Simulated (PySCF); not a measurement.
# Bond curve of ZnH

Set-up: Zn pcseg-1, H pcseg-1; no relativity (PySCF 2.14). Energies in eV from Zn + H in their ground configurations at the same level. State: ²Σ⁺ (doublet), unpaired electrons σ ↑.

| R (Å) | PBE0 | r²SCAN | UHF-SCS-MP2 | M06 |
| --- | --- | --- | --- | --- |
| 1.406 | -0.6378 | -0.871 | -0.5885 | -0.2796 |
| 1.472 | -0.8117 | -1.034 | -0.7539 | -0.4639 |
| 1.537 | -0.9104 | -1.124 | -0.8408 | -0.5730 |
| 1.586 | -0.9460 | -1.153 | -0.8649 | -0.6168 |
| 1.635 | -0.9559 | -1.159 | -0.8607 | -0.6356 |
| 1.684 | -0.9453 | -1.144 | -0.8337 | -0.6347 |
| 1.750 | -0.9067 | -1.102 | -0.7708 | -0.6106 |
| 1.831 | -0.8314 | -1.023 | -0.6630 | -0.5560 |
| 1.929 | -0.7185 | -0.909 | -0.5124 | -0.4710 |
| 2.060 | -0.5572 | -0.748 | -0.3140 | -0.3494 |

Put a parabola through the three lowest points of the PBE0 curve and estimate Re, k and ωe (reduced mass 0.9922 u; 1 eV/Å² = 0.16022 mdyn/Å; ωe = 1302.8·√(k/μ) cm⁻¹).

Through R = 1.586, 1.635, 1.684 Å the second-order coefficient is 4.27 eV/Å², so Re ≈ 1.634 Å, k ≈ 1.37 mdyn/Å and ωe ≈ 1530 cm⁻¹. A polynomial fit of higher order to the unrounded PBE0 energies gives Re = 1.632 Å, k = 1.38 mdyn/Å, ωe = 1538 cm⁻¹; anharmonicity and rounding make the difference.

The higher-order fit for each curve: PBE0: Re = 1.632 Å, ωe = 1538 cm⁻¹, De = 0.96 eV; r²SCAN: Re = 1.622 Å, ωe = 1543 cm⁻¹, De = 1.16 eV; UHF-SCS-MP2: Re = 1.602 Å, ωe = 1732 cm⁻¹, De = 0.87 eV; M06: Re = 1.656 Å, ωe = 1412 cm⁻¹, De = 0.64 eV.

Correlated steps freeze 5 core orbitals. Correlated levels converge slowly with the basis: in double zeta they bind strong bonds too weakly, by up to about 1 eV, and carry superposition errors of some tenths. The state is the lowest determinant that a PBE0 search found; another state may lie lower at other levels.
